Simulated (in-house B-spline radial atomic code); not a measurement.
How numerical settings move a run on In3+, [Kr] 4d10. Computed with an all-electron radial atomic-structure program (B-spline basis): scalar-relativistic (X2C) BHandHLYP, spherical fractional occupations, Fermi nucleus of rms radius 4.6156 fm.

Command:
```bash
python run_scf.py task.json out
```
Settings of the sound reference run:
```
Z                49
electrons        46
configuration    [Kr] 4d10
hamiltonian      x2c
method           bhandhlyp
spin_polarised   False
nucleus          fermi
rms_radius       4.6156
mass_number      115
atomic_mass      114.9039
speed_of_light   137.036
knot_spacing     0.22
spline_order     8
gauss_points     12
box_radius       16.22
max_iterations   70
damping          0.5
damped_steps     3
diis_vectors     10
tolerance        1e-08
start            Thomas-Fermi
```

Time taken, with all properties: 0.26 s on 1 thread of Intel(R) Xeon(R) 6975P-C, on a shared host.

It converges in 10 iterations to -5879.074984 hartree, with 4d at -52.7074 eV. The other runs change the listed settings, some to values that make no sense; their results aren't properties of the atom or ion. Radii are in bohr (the nuclear one in fm), a minus after a letter asks for a j subshell, and «unchanged» means within 1e-8 hartree. The run stops when the residual is below 10 × tolerance × max(1, Z/10), or a noise floor if that is larger, and the energy moves by less than 1e-8 × √|E| hartree; so very loose and very tight tolerances often act alike.

| changed settings | outcome |
| --- | --- |
| knot_spacing = 0.55 | converged in 10 iterations, energy +2.46e-01 hartree from the reference, 4d level -1.5e-02 eV |
| knot_spacing = 0.1 | converged in 9 iterations, energy -6.91e-08 hartree from the reference, 4d level -4.1e-05 eV |
| gauss_points = 5, max_iterations = 100, damping = 0, diis_vectors = 1 | converged in 83 iterations, energy +3.88e-08 hartree from the reference, 4d level -3.3e-05 eV |
| knot_spacing = 0.75 | converged in 10 iterations, energy +8.54e+00 hartree from the reference, 4d level -9.9e-01 eV (the program warns: 3s reaches the box edge; 3p reaches the box edge) |
| electrons = 47, configuration = [Kr] 4d10 2f1, max_iterations = 60 | stopped with error: there is no 2f shell |
| spline_order = 4 | converged in 10 iterations, energy +3.04e-03 hartree from the reference, 4d level -3.6e-04 eV |
| spline_order = 3 | converged in 10 iterations, energy +1.70e-01 hartree from the reference, 4d level -1.4e-02 eV |
| box_radius = 1.62, max_iterations = 50, diis_vectors = 20 | converged in 8 iterations, energy +1.25e+01 hartree from the reference, 4d level +5.8e+01 eV (the program warns: 4d has a positive eigenvalue: unbound, held by the box; 3s reaches the box edge) |
| spline_order = 10 | converged in 10 iterations, energy +3.23e-07 hartree from the reference, 4d level -2.6e-06 eV |
| first_knot = 2.04e-06 | converged in 9 iterations, energy +5.58e-06 hartree from the reference, 4d level -4.3e-05 eV |
| spline_order = 4, gauss_points = 4, max_iterations = 75, damping = 0.95, tolerance = 1e-05 | converged in 9 iterations, energy +3.05e-03 hartree from the reference, 4d level -1.4e-03 eV |
| knot_spacing = 0.3 | converged in 10 iterations, energy +1.59e-05 hartree from the reference, 4d level -1.1e-05 eV |
| first_knot = 0.000204 | converged in 10 iterations, energy -2.15e-04 hartree from the reference, 4d level -2.8e-07 eV |
| first_knot = 0.0204 | converged in 10 iterations, energy +4.42e-01 hartree from the reference, 4d level -6.0e-04 eV |
| first_knot = 0.0612 | converged in 10 iterations, energy +4.70e+00 hartree from the reference, 4d level -6.1e-03 eV |
| knot_spacing = 0.15 | converged in 10 iterations, energy +1.06e-06 hartree from the reference, 4d level -7.9e-07 eV |
| first_knot = 0.00612 | converged in 10 iterations, energy -8.03e-02 hartree from the reference, 4d level +1.0e-04 eV |
| electrons = 47, configuration = [Kr] 4d10 5s-1, max_iterations = 100 | stopped with error: j subshells need the Dirac Hamiltonian and l > 0 |
| knot_spacing = 1.4 | converged in 9 iterations, energy +3.86e+01 hartree from the reference, 4d level -2.6e+00 eV (the program warns: 4d reaches the box edge; 2p reaches the box edge) |
| first_knot = 2.04e-05, max_iterations = 8, damping = 0.8, tolerance = 1e-13 | not converged after 8 iterations, last residual 5.6e-05, last energy +1.32e-06 hartree from the reference |

(1) What happens with hamiltonian = dirac, method = r2scan?

(2) What happens with spline_order = 6?

(3) What happens with knot_spacing = 0.4?

(4) What happens with spline_order = 7?

Results:

(1) Stopped with error: meta-GGAs are not served with the Dirac Hamiltonian.

(2) Converged in 10 iterations, energy +6.30e-06 hartree from the reference, 4d level -2.2e-06 eV.

(3) Converged in 10 iterations, energy +1.80e-03 hartree from the reference, 4d level +3.3e-04 eV.

(4) Converged in 10 iterations, energy +2.16e-06 hartree from the reference, 4d level -2.5e-06 eV.
